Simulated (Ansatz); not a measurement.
Reaction (redistribution): `CN[SiH2]N` + `CNC1C[SiH2]1` → `CN[SiH2]NC` + `NC1C[SiH2]1`

Gas-phase electronic energies from Ansatz, PBE0-D4/def2-TZVP geometries. CCSD(T)/CBS is the MP2 limit (def2-TZVPP, def2-QZVPP) plus CCSD(T) − MP2 in def2-TZVPP, frozen cores. DFT in def2-TZVPP. B3LYP here is the variant with VWN-RPA as its local correlation; programs differ in this. One conformer a species, not always the lowest.

```
         level  ΔE (kJ/mol)
        PBE-D4         11.9
       PBE0-D4         12.3
        B2PLYP         13.7
        r2SCAN         14.4
         B3LYP         12.1
MP2/def2-TZVPP         16.4
MP2/def2-QZVPP         16.6
CCSD/CBS(def2)         14.4
```

(1) What does CCSD(T)/CBS give? (An estimate is asked.)

Largest T1 diagnostic among the species: 0.011.

## Answers

(1) Computed: +14.9 kJ/mol. The listed levels differ from it by -3.0, -2.6, -1.2, -0.5, -2.8, 1.5, 1.7, -0.5 kJ/mol.
